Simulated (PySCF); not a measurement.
## [Tb(NH3)3]3+ at several levels of theory

Computed with PySCF 2.14.0 (density fitting, no spin-orbit coupling) at the geometry relaxed with PBE:

```xyz
13
[Tb(NH3)3]3+ (singlet in the valence; each metal's 4f electrons, 8 of them, lie in its core potential, out of spins and levels)
Tb    0.0000    0.0000   -0.7800
N     2.2810   -0.0013    0.0186
H     2.4940   -0.6284    0.8285
H     2.9940   -0.2956   -0.6901
H     2.6495    0.9233    0.3405
N    -1.1394    1.9761    0.0186
H    -0.7028    2.4741    0.8285
H    -1.2410    2.7407   -0.6901
H    -2.1244    1.8329    0.3405
N    -1.1416   -1.9748    0.0186
H    -1.7912   -1.8457    0.8285
H    -1.7530   -2.4450   -0.6901
H    -0.5251   -2.7562    0.3405
```

```tsv
level	basis	state	HOMO (eV)	gap (eV)	charge on Tb1 (e)	population of f-type functions on Tb1 (polarisation alone where 4f lies in the core)	dipole about the centre of mass (D)	largest force component (eV/Å)
PBE	Tb lcecp-1-SVP with ECP54, N def2-SVP, H def2-SVP	singlet	-23.02	5.70	1.70	0.03	2.96	0.01
BLYP	the same	singlet	-22.87	5.53	1.68	0.03	2.93	0.18
PBE	Tb lcecp-1-TZVP with ECP54, N def2-TZVP, H def2-TZVP	singlet	-22.95	5.73	1.99	0.03	2.95	0.39
```

In the lcecp rows the 4f levels are missing from HOMO and gap, and the state counts the valence alone.

Charges are Mulliken's, which hang on the basis. The relaxation used the grid (50, 194), these runs (75, 302) or, all-electron (x2c bases, spin-free X2C Hamiltonian), (99, 590).

**Question.** A further run in the first row's basis gives HOMO (eV) -23.73, gap (eV) 7.01, charge on Tb1 (e) 1.82, population of f-type functions on Tb1 (polarisation alone where 4f lies in the core) 0.03, dipole about the centre of mass (D) 2.77, largest force component (eV/Å) 0.34. Which level was it?
A. M06-L
B. revPBE
C. TPSSh

**Answer.** C. The others give HOMO -22.99 eV (revPBE); -23.34 eV (M06-L).

In the first row's basis the gap widens with exact exchange: 5.5 to 6.7 eV for BLYP, PBE, revPBE, M06-L (none); 7.0 eV for TPSSh (a fixed share).

A frequency check found unstable modes (3, the lowest at -37 cm⁻¹), so the relaxed geometry is a saddle point, or these are noise. An lcecp potential fixes the number of 4f electrons, so in runs with it no electron can move into or out of that shell.
